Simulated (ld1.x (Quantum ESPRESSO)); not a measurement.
**Rb: one change to a TM potential, before and after**

```
Element                 : Rb (Z = 37)
Generator               : ld1.x (Quantum ESPRESSO) 7.5
Type                    : norm-conserving Troullier–Martins (Kleinman–Bylander form)
Functional              : PBEsol
Relativity              : fully relativistic
Frozen core             : [Kr]
Valence charge          : 1
Reference configuration : 4d1 5s0 5p0
Partial waves           : 5s (bound, empty): rc 3.50 bohr; 4d (bound): rc 4.20 bohr; 5p (bound, empty): rc 3.50 bohr
Local potential         : the p channel
Core correction         : Bessel-smoothed model core, default radius (core density twice the valence density)
```

Open shells are filled in proportion to 2j + 1 (rel_dist='average').

All-electron outer shells of the reference configuration (PBEsol, scalar-relativistic, ld1.x):

```
shell  level (eV)  outermost node (bohr)  outermost maximum (bohr)
   4s      -33.21                   0.62                      1.25
   4p      -17.28                   0.64                      1.42
   5s       -2.80                   1.78                      4.11
   5p       -1.32                   2.18                      6.61
   4d       -0.63                   0.70                      7.31
```

Change: wave 4d (bound): rc 4.20 bohr becomes 4d (bound): rc 6.26 bohr.

Cutoffs: the cutoffs (Ry, on a coarse ladder) from which the occupation-weighted sum of valence levels, in a spherical-Bessel basis at the reference potential, stays within 10 and 1 mRy of its value at 400 Ry; they do not see the model core or the augmentation charge, which bear on the density cutoff. Errors are all-electron minus pseudo energies relative to the spin-unpolarised reference configuration.

Question: What does the change do?

Answer: Both files are very soft, the changed one slightly softer (loose and tight cutoff 6 and 8 Ry → 6 and 6 Ry on this coarse ladder); both files keep a bound ghost (s); of the 4 tests that both files solve, the error grows in 4 and shrinks in 0 by more than 15 % and 0.3 meV (median size 0.6 → 5.2 meV). More of the atom is replaced by a form fitted at one configuration, so other configurations suffer.

| quantity | base | changed |
| --- | --- | --- |
| cutoff, loose | 6 Ry | 6 Ry |
| cutoff, tight | 8 Ry | 6 Ry |
| bound ghosts | s | s |
| error for 4d0 5s1 5p0, meV [ΔE -2.21 eV] | +0.6 | -14 |
| error for 4d0 5s0.5 5p0, meV [ΔE -0.65 eV] | +0.6 | -2.2 |
| error for 4d0 5s0 5p1, meV [ΔE -0.72 eV] | -2.5 | +6.8 |
| error for 4d0.5 5s0.5 5p0, meV [ΔE -1.10 eV] | +0.3 | -3.6 |

Base: These tests converged, but a pseudo level misses the all-electron one widely, so the file describes the atom poorly there or has found another state: 4d0 5s1 5p0: empty 4d by 15.2 eV. Changed file: These tests converged, but a pseudo level misses the all-electron one widely, so the file describes the atom poorly there or has found another state: 4d0 5s1 5p0: empty 4d by 15.2 eV. A true bound ghost makes a file unfit for plane-wave use even where its test errors are small: the radial tests pick states by their node count and pass the ghost by.
